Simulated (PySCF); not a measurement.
## State search for SnF⁺

Unrestricted PBE0; basis Sn x2c-SVPall, F x2c-SVPall; spin-free X2C with a Gaussian nucleus; PySCF 2.14. Outer shells of the fragments: Sn+ 4d10 5s2 5p1; F 2s2 2p5.

Followed along the bond (rough minima from three points):

```
2Ms+1  unpaired  ⟨S²⟩ at the start  R at minimum (Å)  Te (eV)
    1      none               0.00              1.91     0.00
    3  σ ↑, π ↑               2.01              1.99     4.52
```

Solutions found at the starting distance of 2.065 Å, counted from the lowest of them; the search is not exhaustive and high or unbound solutions are not listed, so other states can lie among these:

| 2Ms+1 | unpaired | term | E (eV) | ⟨S²⟩ | ⟨Lz²⟩ | μ (D) |
| --- | --- | --- | --- | --- | --- | --- |
| 1 | none | ¹Σ⁺ | 0.00 | 0.00 | 0.00 | -4.18 |
| 3 | σ ↑, π ↑ | ³Π | 4.23 | 2.01 | 1.00 | -2.47 |
| 1 | σ ↑, π ↓ | mixed | 4.60 | 1.02 | 1.00 | -1.89 |
| 3 | π ↑↑ | mixed | 5.08 | 2.01 | 2.01 | 0.78 |
| 3 | π ↑↑ | mixed | 5.18 | 2.00 | 2.01 | 0.80 |
| 3 | σ ↑↑ | ³Σ⁺ | 6.14 | 2.00 | 0.00 | -1.44 |
| 3 | σ ↑, π ↑ | ³Π | 6.84 | 2.00 | 1.00 | 1.22 |

A term symbol is given only where ⟨S²⟩ and ⟨Lz²⟩ are close to those of a pure state; real π, δ and φ orbitals otherwise mix terms. A positive dipole points towards F; it is taken about the centre of mass and depends on that origin.

Problem. Compare the gap between the two lowest followed solutions at the starting distance with the gap between their minima.

Solution. At PBE0 the second solution (triplet, unpaired electrons σ ↑, π ↑) lies +4.23 eV from the first (singlet, closed shell) at 2.065 Å and +4.52 eV at the minima; the two curves relax by different amounts, since their minima lie near 1.99 and 1.91 Å.

Spin–orbit coupling is left out. Counting both spins, an empty level lies below a filled one in some of these solutions, because spin and occupation are held.
